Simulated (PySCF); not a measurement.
Hf(OH)2(H)2 (H4HfO2), SMILES [OH][HfH2][OH], multiplicity 1. Atoms are numbered in the order given.

```xyz
7

Hf     0.0000     0.0000    -0.1865
O     -1.6258     0.0000     0.8079
H     -2.2749     0.0000     1.5046
O      1.6258     0.0000     0.8079
H      2.2749     0.0000     1.5046
H      0.0000     1.5294    -1.2545
H      0.0000    -1.5294    -1.2545
```

Geometry optimised at PBE0-D3(BJ)/def2-TZVP. The spin state was assumed, not searched. The def2 effective core potentials stand for the cores of Hf; spin–orbit coupling is left out. The values are those of a single conformer.

Level of theory: PBE/def2-TZVPD (PySCF).

Computed frontier levels, gap, dipole moment and polarisability:
```json
{
  "highest_occupied_level": "-6.33 eV",
  "lowest_empty_level": "-1.94 eV",
  "orbital_gap": "4.39 eV",
  "dipole_moment": "3.21 D",
  "quadrupole, principal values (traceless, Buckingham form, about the centre of nuclear charge)": "-9.81, 2.84, 6.96 D·Å",
  "mean_static_polarisability": "57.6 bohr³ (8.54 Å³)",
  "polarisability_principal_values": "55.8, 57.5, 59.5 bohr³"
}
```
